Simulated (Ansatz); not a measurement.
Geometry optimisation, RKS BLYP-D4/def2-SVP in Ansatz.

Input file:

```yaml
crystal:
  periodic: [false, false, false]
  atoms:
    - { symbol: W, position_ang: [0.0, 0.0, 0.0] }
    - { symbol: O, position_ang: [0.0, 0.0, 2.29] }
    - { symbol: H, position_ang: [-0.9095, -0.2814, 2.6271] }
    - { symbol: H, position_ang: [1.72, 0.0, 0.0] }
    - { symbol: H, position_ang: [0.0, 1.72, 0.0] }
    - { symbol: H, position_ang: [-1.72, 0.0, 0.0] }
    - { symbol: H, position_ang: [0.0, -1.72, 0.0] }
    - { symbol: H, position_ang: [0.0, 0.0, -1.72] }
    - { symbol: S, position_ang: [1.7875, 1.8621, 0.8577] }
    - { symbol: H, position_ang: [2.8002, 1.2341, 1.5926] }
    - { symbol: H, position_ang: [0.9172, 0.9554, 2.0687] }
basis:
  gaussian: { orbitals: def2-SVP }
hamiltonian:
  xc: blyp
  dispersion: d4
relax:
  f_tol: 0.15
  max_steps: 25
  restrain:
    - { distance: [0, 8], at: 3.62, k: 30.0 }
    - { distance: [10, 1], at: 2.21, k: 30.0 }
    - { distance: [0, 1], at: 1.94, k: 30.0 }
    - { distance: [10, 8], at: 1.4, k: 30.0 }
```

Launched with:

```bash
$ ansatz run input.yaml --threads 2 --pin off --max-ram 3072MiB --backend cpu --events-out ev --progress --plain --runs-dir out
```

**Question.** Where does it end, and by what steps?

**Answer.** It converged. The restraints hold the end off the free minimum. After 19 steps the energy has fallen by 6.072 eV (the restraints' own energy left out); H8 moved furthest, 1.36 Å. Parted: W1–S9 (2.72 → 3.62 Å).

| step | energy less start (eV) | largest force component (eV/Å) | accepted |
| --- | --- | --- | --- |
| 0 | 0.0000 | 4.781 | yes |
| 1 | -0.1858 | 7.054 | yes |
| 2 | -1.0293 | 5.133 | yes |
| 3 | -2.2087 | 2.356 | yes |
| 4 | -3.7078 | 1.548 | yes |
| 5 | -4.5891 | 0.728 | yes |
| 6 | -4.9725 | 0.766 | yes |
| 7 | -5.1703 | 0.764 | yes |
| 8 | -5.3969 | 0.825 | yes |
| 9 | -5.6279 | 0.812 | yes |
| 10 | -5.8103 | 0.809 | yes |
| 11 | -5.9359 | 0.619 | yes |
| 12 | -5.9484 | 1.615 | yes |
| 13 | -5.9911 | 0.674 | yes |
| 14 | -6.0427 | 0.491 | yes |
| 15 | -6.0518 | 0.379 | yes |
| 16 | -6.0557 | 0.408 | yes |
| 17 | -6.0598 | 0.633 | yes |
| 18 | -6.0652 | 0.525 | yes |
| 19 | -6.0719 | 0.425 | yes |

```xyz
11
Properties=species:S:1:pos:R:3
W 0.145 -0.369 0.084
O -0.104 -0.449 1.994
H -0.831 -0.034 2.497
H 1.708 0.113 -0.449
H 0.196 0.938 -1.012
H -1.116 0.742 0.148
H -0.121 -1.957 -0.526
H -1.094 -0.494 -1.071
S 1.712 2.345 1.889
H 2.882 1.699 1.610
H 1.218 1.237 2.553
```

The run took 62 s on 2 threads of Arm Neoverse V1, on a shared host, peak memory 0.15 GiB.
